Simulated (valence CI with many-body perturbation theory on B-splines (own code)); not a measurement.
Energy levels of Rh²³⁺

Method: configuration interaction combined with many-body perturbation theory (CI+MBPT): four valence electrons over a frozen Dirac-Fock core [Ar], a basis of 7 s, 7 p, 8 d, 6 f, 4 g, 1 h functions for each j, with the one-electron correlation potential Σ1 (screened to all orders), the two-electron term Σ2, the three-electron term Σ3, Breit, model QED; selected single and double excitations, second order for the rest, scaled by the run's own slope (own B-spline code, finite nucleus).

No measured levels were compared; by estimate terms of the open shell hold to 2 to 4 % of their energy, and close levels can change places. Only levels of the ground parity were solved; by the run's estimate the other parity begins above the list, which can be wrong where configurations are misplaced.

Levels 1 to 34 of 34, with energies above the lowest level, 3d⁴ ⁵D_0. "Leading %" is the weight of the configuration and term that name the level; weights of strongly mixed levels are sums over their largest components and can fall short. In the jj column 3d3/2^4 stands for four electrons in 3d with j = 3/2. Lifetimes count E1, E2, E3, M1 and M2 decay at the calculated energies, and are blank where another channel may lead or the interval is too uncertain; long ones can be off by a factor of two.

```csv
No.,Configuration,Term,J,E (cm⁻¹),Leading %,Lifetime,Leading jj,Second component
1,3d⁴,⁵D,0,0,67,,3d3/2^4 (74 %),30 % 3d⁴ ³P
2,3d⁴,⁵D,1,19150,86,3.43 ms,3d3/2^3 3d5/2 (83 %),14 % 3d⁴ ³P
3,3d⁴,⁵D,2,35985,92,4.29 ms,3d3/2^2 3d5/2^2 (60 %),
4,3d⁴,⁵D,3,49342,89,10.1 ms,3d3/2^2 3d5/2^2 (52 %),7 % 3d⁴ ³F
5,3d⁴,⁵D,4,58356,73,60.2 ms,3d3/2^3 3d5/2 (40 %),20 % 3d⁴ ³F
6,3d⁴,³P,0,89093,53,133 μs,3d3/2^2 3d5/2^2 (68 %),32 % 3d⁴ ⁵D
7,3d⁴,³H,4,97751,56,1.04 ms,3d3/2^3 3d5/2 (52 %),14 % 3d⁴ ³G
8,3d⁴,³G,3,117310,61,449 μs,3d3/2^2 3d5/2^2 (50 %),29 % 3d⁴ ³F
9,3d⁴,³H,5,121460,77,2.11 ms,3d3/2^2 3d5/2^2 (98 %),23 % 3d⁴ ³G
10,3d⁴,³F,2,121570,73,331 μs,3d3/2^2 3d5/2^2 (54 %),15 % 3d⁴ ¹D
11,3d⁴,³P,1,122410,79,188 μs,3d3/2^2 3d5/2^2 (62 %),11 % 3d⁴ ⁵D
12,3d⁴,³H,6,131100,76,84.5 ms,3d3/2^2 3d5/2^2 (87 %),24 % 3d⁴ ¹I
13,3d⁴,³G,4,143540,54,607 μs,3d3/2^2 3d5/2^2 (65 %),20 % 3d⁴ ³H
14,3d⁴,³P,2,149670,49,927 μs,3d3/2^2 3d5/2^2 (74 %),42 % 3d⁴ ³D
15,3d⁴,³F,4,151660,39,297 μs,3d3/2^2 3d5/2^2 (56 %),27 % 3d⁴ ¹G
16,3d⁴,³F,3,158260,53,503 μs,3d3/2^2 3d5/2^2 (49 %),29 % 3d⁴ ³D
17,3d⁴,³D,3,167880,47,199 μs,3d3/2 3d5/2^3 (62 %),25 % 3d⁴ ³G
18,3d⁴,³G,5,176390,77,524 μs,3d3/2 3d5/2^3 (98 %),23 % 3d⁴ ³H
19,3d⁴,³P,2,178840,35,169 μs,3d3/2 3d5/2^3 (54 %),28 % 3d⁴ ¹D
20,3d⁴,¹I,6,186970,76,461 μs,3d3/2 3d5/2^3 (87 %),24 % 3d⁴ ³H
21,3d⁴,³D,1,187420,88,145 μs,3d3/2 3d5/2^3 (73 %),9 % 3d⁴ ³P
22,3d⁴,¹S,0,209680,76,,3d3/2 3d5/2^3 (78 %),23 % 3d⁴ ³P
23,3d⁴,¹G,4,211550,47,,3d5/2^4 (42 %),34 % 3d⁴ ³F
24,3d⁴,³P,2,220490,30,177 μs,3d3/2^2 3d5/2^2 (59 %),29 % 3d⁴ ¹D
25,3d⁴,¹F,3,230230,66,,3d3/2 3d5/2^3 (76 %),17 % 3d⁴ ³D
26,3d⁴,³P,2,249160,73,251 μs,3d3/2^2 3d5/2^2 (57 %),15 % 3d⁴ ³F
27,3d⁴,³F,4,261170,73,,3d3/2^2 3d5/2^2 (57 %),21 % 3d⁴ ¹G
28,3d⁴,³F,2,273350,66,143 μs,3d5/2^4 (39 %),22 % 3d⁴ ¹D
29,3d⁴,³F,3,276240,79,,3d3/2 3d5/2^3 (96 %),19 % 3d⁴ ¹F
30,3d⁴,³P,1,280870,98,,3d3/2 3d5/2^3 (92 %),
31,3d⁴,³P,0,294760,88,,3d5/2^4 (52 %),11 % 3d⁴ ¹S
32,3d⁴,¹G,4,296760,80,,3d3/2 3d5/2^3 (82 %),17 % 3d⁴ ³F
33,3d⁴,¹D,2,366410,95,,3d3/2^2 3d5/2^2 (43 %),
34,3d⁴,¹S,0,460060,94,48.6 μs,3d3/2^2 3d5/2^2 (50 %),6 % 3d⁴ ³P
```

Names give the largest LS component (configuration and term), which can be under half, so a name can repeat, a term be missing and a line seem to break the LS rules; names also repeat where a configuration has a term twice.

The ionisation energy to 3d³ ⁴F3/2 of the next ion comes out as 1131.6 eV (NIST: 1131 ± 4 eV (theoretical)). All 34 levels together are meant to be complete up to 478470 cm⁻¹.
